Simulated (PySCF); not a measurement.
## How methods differ on the ionisation energy of Cd

Cd [Kr] 4d10 5s2 (1S) → Cd⁺ [Kr] 4d10 5s1 (2S), as a difference of total energies. Calculation: PySCF 2.14, in def2-TZVP with the def2 core potential (28 electrons); a scalar-relativistic core potential. Correlated levels: valence: 4s2 4p6 frozen. The calculations carry no spin-orbit coupling.

| method | ionisation energy (eV) |
| --- | --- |
| UHF | 7.338 |
| B3LYP | 9.129 |
| BP86 | 9.279 |
| MP2 (valence) | 8.478 |
| CCSD(T) (valence) | 8.589 |

Estimate what CCSD (valence) gives.

8.510 eV, closest to MP2 (valence) among the rows shown.

Estimate what SCS-MP2 (valence) gives.

8.481 eV, closest to MP2 (valence) among the rows shown.

Errors of the correlated levels include the incompleteness of this basis and the frozen core.

For comparison: 8.994 eV (measured; NIST Atomic Spectra Database, ionization energies).
